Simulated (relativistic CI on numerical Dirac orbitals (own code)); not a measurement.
Mo5+: 3d photoemission

Computed with this model: Dirac-Coulomb-Breit CI, separate exchange-only KLI orbitals for each configuration, model QED, valence Slater integrals scaled by 0.8, multiplet model of photoemission in the sudden approximation; configurations [Kr] 4d → [Ar] 3d9 4s2 4p6 4d; 300 K; Lorentzian 0.21 eV and Gaussian 0.5 eV FWHM. Energies are those of the free ion, without screening or charge transfer. The energies are binding energies and can lie tens of eV above those of solids. S is read from ⟨S²⟩ = S(S + 1).

Field parameters in Wybourne normalisation: Oh B⁴₀ = 21Dq, B⁴₄ = √(5/14) B⁴₀. The field is a parameter set, without covalency.

Computed curve for Oh, 10Dq = 8500 cm⁻¹, scaled to 100 at the maximum (points under 2 are left out and the grid is thinned):

Energy (eV), Intensity and a bar:
```
    304.9        2.4 
    305.1        4.3 #
    305.3        9.4 ##
    305.5       16.8 #####
    305.6       19.4 #####
    305.8       20.2 ######
    306.0       24.9 #######
    306.2       49.6 ###############
    306.4       86.5 ##########################
    306.6      100.0 ##############################
    306.8       86.2 ##########################
    307.0       67.2 ####################
    307.1       57.6 #################
    307.3       39.9 ############
    307.5       25.3 #######
    307.7       14.6 ####
    307.9        9.3 ##
    308.1        7.8 ##
    308.3        7.6 ##
    308.5        7.8 ##
    308.6        7.8 ##
    308.8        7.9 ##
    309.0       11.2 ###
    309.2       22.6 ######
    309.4       42.2 ############
    309.6       58.2 #################
    309.8       55.3 ################
    310.0       42.9 ############
    310.1       39.9 ############
    310.3       40.0 ############
    310.5       35.5 ##########
    310.7       22.5 ######
    310.9       11.5 ###
    311.1        7.0 #
    311.3        5.2 #
    311.5        3.5 
    311.6        2.7 
    320.1        2.1 
    320.3        3.0 
    320.5        2.4
```

The ground state has S = 0.50, and the centroid lies at 308.08 eV.
